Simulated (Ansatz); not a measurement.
Process, species as SMILES: BN (BH2-NH2) → B[NH-] + H+
B3LYP-D3(BJ)/def2-TZVP geometries, fixed; electronic energies without zero-point terms.

Basis-set convergence of the deprotonation energy at wB97M-V with Ansatz (a first-principles code). Cartesian d functions, on some or all atoms, in 6-31G*, 6-31+G*; all else is spherical. The program fits the integrals of some runs and decomposes those of others, by size. The proton leaves the site shown, which need not be the most acidic. The functional holds VV10 correlation; no added dispersion term, no relativity. Functions are those of the species that has most. Reference: the value in aug-pcseg-3, 386.08 kcal/mol, itself unsure by roughly 0.10 kcal/mol (its mean distance from aug-cc-pVQZ, def2-QZVPPD). Deviations are taken from unrounded values.

| basis | functions | deprotonation energy (kcal/mol) |
|---|---|---|
| 6-31G* | 38 | 397.86 |
| 6-31+G* | 46 | 384.27 |
| cc-pVDZ | 48 | 393.89 |
| aug-cc-pVDZ | 82 | 383.46 |
| def2-SVP | 48 | 394.36 |
| def2-SVPD | 72 | 386.37 |
| pcseg-1 | 48 | 388.99 |
| aug-pcseg-1 | 82 | 382.91 |
| 6-311G** | 60 | 392.12 |
| 6-311+G** | 68 | 385.34 |
| def2-TZVP | 86 | 387.60 |
| def2-TZVPD | 110 | 385.62 |
| cc-pVTZ | 116 | 389.71 |
| aug-cc-pVTZ | 184 | 385.69 |
| pcseg-2 | 116 | 387.40 |
| aug-pcseg-2 | 184 | 386.04 |
| def2-TZVPP | 118 | 388.29 |
| def2-TZVPPD | 142 | 386.29 |
| cc-pVQZ | 230 | 387.89 |
| aug-cc-pVQZ | 344 | 386.01 |
| def2-QZVPP | 234 | 386.92 |
| def2-QZVPPD | 258 | 386.20 |
| pcseg-3 | 252 | 386.29 |
| aug-pcseg-3 | 366 | 386.08 |

What the diffuse functions change, pair by pair:
- 6-31G* to 6-31+G*: 8 more functions, deviation 11.78 to -1.81 kcal/mol
- cc-pVDZ to aug-cc-pVDZ: 34 more functions, deviation 7.81 to -2.62 kcal/mol
- def2-SVP to def2-SVPD: 24 more functions, deviation 8.28 to 0.28 kcal/mol
- pcseg-1 to aug-pcseg-1: 34 more functions, deviation 2.91 to -3.17 kcal/mol
- 6-311G** to 6-311+G**: 8 more functions, deviation 6.04 to -0.74 kcal/mol
- def2-TZVP to def2-TZVPD: 24 more functions, deviation 1.52 to -0.46 kcal/mol
- cc-pVTZ to aug-cc-pVTZ: 68 more functions, deviation 3.63 to -0.39 kcal/mol
- pcseg-2 to aug-pcseg-2: 68 more functions, deviation 1.32 to -0.04 kcal/mol
- def2-TZVPP to def2-TZVPPD: 24 more functions, deviation 2.21 to 0.21 kcal/mol
- cc-pVQZ to aug-cc-pVQZ: 114 more functions, deviation 1.81 to -0.07 kcal/mol
- def2-QZVPP to def2-QZVPPD: 24 more functions, deviation 0.84 to 0.12 kcal/mol
- pcseg-3 to aug-pcseg-3: 114 more functions, deviation 0.21 to 0.00 kcal/mol

Leaving out the reference's own pair, they bring the value nearer the reference by more than 0.10 kcal/mol in 10 of 11 pairs.
